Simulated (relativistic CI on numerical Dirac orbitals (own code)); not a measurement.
## One change at a time: Nd L

Base calculation: Dirac-Coulomb-Breit CI, KLI orbitals optimised for each configuration, model QED (radiative potential, 1s self-energy scaled to tabulated hydrogen-like ionisation energies), unscaled Slater integrals.

Configuration list (outside the closed core [Ne]): 3s, 3p, 3d, 4s, 4p, 4d, 4f, 5s, 5p, 5d, 5f, 5g, 6s, 6p, 6d, 7s, 7p. Levels of other configurations are missing.

Variants: (1) P86 correlation estimate; (2) configuration mixing switched off. Shifts of the energy above 3s 2S_1/2, in eV, for the lowest level and the first level of each name with at least 55 % of one term (blank where a level changes its place among those of its configuration and J or its character, or is not in the variant):

| Level | Base | Δ(1) | Δ(2) |
| --- | --- | --- | --- |
| 3s 2S_1/2 | 0.00 | 0.00 | 0.00 |
| 3p 2P°_1/2 | 116.55 | +0.11 | +0.01 |
| 3p 2P°_3/2 | 256.72 | +0.11 | -0.01 |
| 3d 2D_3/2 | 401.13 | -0.25 | 0.00 |
| 3d 2D_5/2 | 432.98 | -0.25 | -0.02 |
| 4s 2S_1/2 | 1959.03 | -0.20 | -0.03 |
| 4p 2P°_1/2 | 2007.25 | -0.14 | -0.03 |
| 4p 2P°_3/2 | 2064.43 | -0.14 | -0.03 |
| 4d 2D_3/2 | 2119.15 | -0.23 | -0.03 |
| 4d 2D_5/2 | 2132.96 | -0.23 | -0.02 |
| 4f 2F°_5/2 | 2162.00 | +0.18 | -0.02 |
| 4f 2F°_7/2 | 2167.95 | +0.18 | -0.02 |
| 5s 2S_1/2 | 2830.61 | 0.00 | -0.03 |
| 5p 2P°_1/2 | 2854.87 | +0.03 | -0.03 |
| 5p 2P°_3/2 | 2883.61 | +0.03 | -0.03 |
| 5d 2D_3/2 | 2910.37 | -0.05 | -0.03 |
| 5d 2D_5/2 | 2917.50 | -0.05 | -0.02 |
| 5f 2F°_5/2 | 2931.86 | +0.02 | -0.02 |
| 5f 2F°_7/2 | 2934.92 | +0.02 | -0.02 |
| 5g 2G_7/2 | 2936.87 | -0.14 | -0.02 |
| 5g 2G_9/2 | 2938.70 | -0.14 | -0.02 |
| 6s 2S_1/2 | 3292.89 | +0.11 | -0.03 |

At this charge energies of transitions that change n are usually good to better than 1 %, and those within a shell (Δn = 0) to a few per cent.

Ionisation energy from the two ground configurations alone: base 4301.12 eV. The NIST ASD value (theoretical) is 4302 eV.
